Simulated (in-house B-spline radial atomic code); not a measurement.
Values are calculated unless marked as measured or tabulated.
# Extrapolating the RPA correlation energy in partial waves: Si VIII (Si7+)

All-electron RPA on PBE0 orbitals from an all-electron radial atomic-structure program (B-spline basis), non-relativistic, point nucleus, configuration [He] 2s2 2p3, highest spin. With empty states up to angular momentum L the sums are:

```
L  E_c(L) (hartree)
3         -0.351990
4         -0.365476
5         -0.370882
6         -0.373457
```

For large l each further wave adds A/(l + 1/2)⁴, because the basis must build the cusp where two electrons meet.

Q: Estimate the limit from L = 5 and L = 6.

A: Wave 6 adds -0.002575, against a sum of (l + 1/2)⁻⁴ of 5.60204e-04, so A = -4.5965. The sum over l > 6 is ζ(4, 7.5) = 9.6207e-04, close to 1/(3 × 7³) = 9.7182e-04. The tail is -0.004422 and the limit -0.37788 hartree.

Q: How good is the estimate?

A: A run to L = 11 sums to -0.37665 and extrapolates to -0.37736 hartree, 0.03 millihartree from the run before. The estimate differs from that by -0.52 millihartree, while the bare sum at L = 6 misses 3.9 millihartree (1.0 %).
